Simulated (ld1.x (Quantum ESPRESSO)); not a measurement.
Configuration tests for Ta (Z = 73) (TM semilocal)

tantalum, norm-conserving Troullier–Martins (semilocal form), made with ld1.x (Quantum ESPRESSO) 7.5 (LDA (PZ), scalar-relativistic). Core [Xe] 4f14, reference 5d4 6s1 6p0. Waves: 6s (bound): rc 2.20 bohr; 6p (bound, empty): rc 3.50 bohr; 5d (bound): rc 1.80 bohr. Local part: the d channel. Core correction: Bessel-smoothed model core, default radius (core density twice the valence density).

Energies are relative to the spin-unpolarised reference configuration 5d4 6s1 6p0; without spin polarisation the order of configurations can differ from experiment. Spin-polarised rows fill each open shell by Hund’s rule, majority spin first.

Problem. Give the all-electron excitation energy and the error of the potential for: 5d3 6s2 6p0; 5d3 6s1 6p0; 5d3 6s0 6p0; 5d3 6s1.5 6p0; 5d3 6s1 6p1; 5d3 6s0 6p1; 5d3.5 6s1.5 6p0; 5d4 6s1 6p0 (spin-polarised); 5d3 6s2 6p0 (spin-polarised).

Solution.

```tsv
valence configuration	charge	ΔE all-electron (eV)	error AE − PS (meV)
5d3 6s2 6p0	0	-2.092	-23
5d3 6s1 6p0	+1	6.609	-17
5d3 6s0 6p0	+2	21.918	-49
5d3 6s1.5 6p0	+0.5	1.471	-17
5d3 6s1 6p1	0	2.167	-41
5d3 6s0 6p1	+1	11.796	-53
5d3.5 6s1.5 6p0	0	-1.108	-4.2
5d4 6s1 6p0 (spin-polarised)	0	-2.636	+8.2
5d3 6s2 6p0 (spin-polarised)	0	-3.139	-21
```

Levels in the configuration 5d3.5 6s1.5 6p0:

| level | all-electron (eV) | pseudo (eV) |
| --- | --- | --- |
| 5d | -3.272 | -3.287 |
| 6s | -5.375 | -5.364 |
